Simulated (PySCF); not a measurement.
**Spinor energies of Cu (copper, neutral)**

Start: [Ar] 3d9 4s1 5s1; 3d3/2 filled at m_j = -3/2, -1/2, +1/2, +3/2; 3d5/2 filled at m_j = -3/2, -1/2, +1/2, +3/2, +5/2; 4s1/2 filled at m_j = +1/2; 5s1/2 filled at m_j = +1/2. Calculated with PySCF 2.14 in x2c-SVPall-2c with one added diffuse shell each of s, d type (6s5p4d1f, 48 functions): generalised Hartree-Fock with the X2C-1e Hamiltonian and a Gaussian nucleus; one run each with spin-orbit coupling (SO) switched off, then screened by Boettger's factors. This is a chosen level, not necessarily the ground level.

| spinor shell | electrons | ε, spin-free (eV) | ε, screened SO (eV) | weight of nominal j (screened SO) | rms radius, screened SO (bohr) |
| --- | --- | --- | --- | --- | --- |
| 1s1/2 | 2 | -9058.0 | -9058.0 | 1.000 | 0.0602 |
| 2s1/2 | 2 | -1146.7 | -1146.7 | 1.000 | 0.254 |
| 2p1/2 | 2 | -987.71 | -1002.1 | 0.999 | 0.226 |
| 2p3/2 | 4 | -987.71 | -980.66 | 1.000 | 0.229 |
| 3s1/2 | 2 | -152.76 | -152.74 | 1.000 | 0.765 |
| 3p1/2 | 2 | -103.62 | -106.63 | 0.947 | 0.812 |
| 3d3/2 | 4 | -25.598 | -26.236 | 0.805 | 1.04 |
| 3d5/2 | 5 | -25.598 | -25.095 | 0.844 | 1.05 |
| 4s1/2 | 1 | -12.790 | -12.790 | 1.000 | 2.87 |
| 5s1/2 | 1 | -2.523 | -2.523 | 1.000 | 8.52 |

**Question.** Where does 3p3/2 lie, and what is the 3p spin-orbit splitting (screened SO)?

**Answer.** At -102.12 eV, 4.518 eV above 3p1/2.

| quantity | spin-free | screened SO |
| --- | --- | --- |
| E (hartree) | -1652.66597 | -1652.69998 |
| M_J | 7/2 | 7/2 |
| ⟨J²⟩ | 15.755 | 15.755 |
| ⟨L²⟩ | 6.005 | 6.006 |
| ⟨S²⟩ | 3.750 | 3.751 |

Each row is a mean over spinors that exchange with the open shell spreads, by up to 7.390 eV (3p3/2).

Rows whose weight is well below 1 are mixtures of j = l ± 1/2: exchange outweighs spin-orbit coupling there, and the label is only the starting occupation.

Without spin-orbit coupling the j labels of p, d and f shells carry no meaning; the spin-free column gives the mean over the occupied spinors of each nl shell.
